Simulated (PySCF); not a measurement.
How exact exchange moves a shielding

Molecule: `C1C[NH][AlH][NH]1`, C2H7AlN2.

Molfile (atoms numbered from 1):
```
C2H7AlN2
     RDKit          3D

 12 12  0  0  0  0  0  0  0  0999 V2000
   -0.2295   -1.0763    0.2286 C   0  0  0  0  0  0  0  0  0  0  0  0
   -1.0774    0.1007   -0.2861 C   0  0  0  0  0  0  0  0  0  0  0  0
   -0.1894    1.1399   -0.7896 N   0  0  0  0  0  0  0  0  0  0  0  0
    1.3714    1.0097    0.0635 Al  0  0  0  0  0  3  0  0  0  0  0  0
    0.9916   -0.5556    0.8298 N   0  0  0  0  0  0  0  0  0  0  0  0
   -0.0102   -1.7562   -0.6224 H   0  0  0  0  0  0  0  0  0  0  0  0
   -0.8314   -1.6601    0.9483 H   0  0  0  0  0  0  0  0  0  0  0  0
   -1.7142    0.4716    0.5455 H   0  0  0  0  0  0  0  0  0  0  0  0
   -1.7670   -0.2718   -1.0650 H   0  0  0  0  0  0  0  0  0  0  0  0
   -0.6517    1.8871   -1.2881 H   0  0  0  0  0  0  0  0  0  0  0  0
    2.6364    1.9519    0.1148 H   0  0  0  0  0  0  0  0  0  0  0  0
    1.5394   -1.2405    1.3315 H   0  0  0  0  0  0  0  0  0  0  0  0
  1  2  1  0
  2  3  1  0
  3  4  1  0
  4  5  1  0
  5  1  1  0
  1  6  1  0
  1  7  1  0
  2  8  1  0
  2  9  1  0
  3 10  1  0
  4 11  1  0
  5 12  1  0
M  END
```

GIAO shieldings (ppm, equivalent atoms averaged) in PySCF 2.14.0 with density-fitted response routines on the PBE0-D3(BJ)/def2-SVP geometry, basis pcSseg-2, gas phase, non-relativistic:

| functional | exact exchange (%) | σ(C1/C2) | σ(N3/N5) | σ(Al4) |
| --- | --- | --- | --- | --- |
| BLYP | 0 | 122.4 | 200.4 | 369.1 |
| BP86 | 0 | 127.8 | 205.0 | 372.9 |
| PBE | 0 | 128.0 | 205.0 | 372.7 |
| PBE0 | 25 | 135.3 | 216.3 | 386.7 |
| mPW1PW91 | 25 | 134.6 | 215.9 | 387.5 |
| BHandHLYP | 50 | 136.6 | 221.2 | 395.7 |
| HF | 100 | 147.9 | 236.4 | 427.9 |

(1) Fit each shielding as a line in the percentage of exact exchange.

(2) What does the line predict for B3LYP (20 %), and what does the run give?

## Answers

(1) σ(C1/C2) = 127.1 + 0.21 x (rms 2.3 ppm); σ(N3/N5) = 204.9 + 0.33 x (rms 2.4 ppm); σ(Al4) = 371.7 + 0.55 x (rms 2.0 ppm). The functionals also differ in their semilocal parts, which the line can't hold; Hartree–Fock has no correlation at all.

(2) σ(C1/C2): 131.3 predicted, 128.8 computed; σ(N3/N5): 211.5 predicted, 209.9 computed; σ(Al4): 382.7 predicted, 379.3 computed ppm.
